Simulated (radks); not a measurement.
Problem. Species: Se4+. Configuration: [Ne] 3s2 3p4 3d10 4s2 4d2 (not the ground configuration). Method: Dirac Kohn-Sham, PBEsol, spin-unpolarised, spherical densities, point nucleus; open shells fill j = l - 1/2 first; computed with a radial shooting solver on a logarithmic mesh with Libxc functionals. Some entries of the table are withheld. Estimate them.

orbital,occ.,eigenvalue (eV),<r^2> (bohr^2),r(max) (bohr)
1s1/2,2,-12594.32,(1),0.02881
2s1/2,2,-1698.810,0.04518,0.1645
2p1/2,2,-1535.240,0.03478,0.1294
2p3/2,4,-1493.358,0.03624,0.1326
3s1/2,2,-298.1834,0.3654,0.4988
3p1/2,2,-241.6148,0.3766,0.4895
3p3/2,2,-235.4239,0.3891,0.4978
3d3/2,4,-137.2245,(2),0.4397
3d5/2,6,-136.2203,(3),0.4422
4s1/2,2,-73.2040,2.440,1.332
4p1/2,0,(4),2.949,1.445
4p3/2,0,(5),3.024,1.465
4d3/2,2,-35.7068,4.847,(6)
4d5/2,0,-35.6006,4.876,(7)
5s1/2,0,-29.3587,(8),(9)

Solution. 
(1) 1s1/2 <r^2> (bohr^2): 0.002618
(2) 3d3/2 <r^2> (bohr^2): 0.4150
(3) 3d5/2 <r^2> (bohr^2): 0.4196
(4) 4p1/2 eigenvalue (eV): -58.4138
(5) 4p3/2 eigenvalue (eV): -57.5350
(6) 4d3/2 r(max) (bohr): 1.813
(7) 4d5/2 r(max) (bohr): 1.819
(8) 5s1/2 <r^2> (bohr^2): 10.72
(9) 5s1/2 r(max) (bohr): 2.978
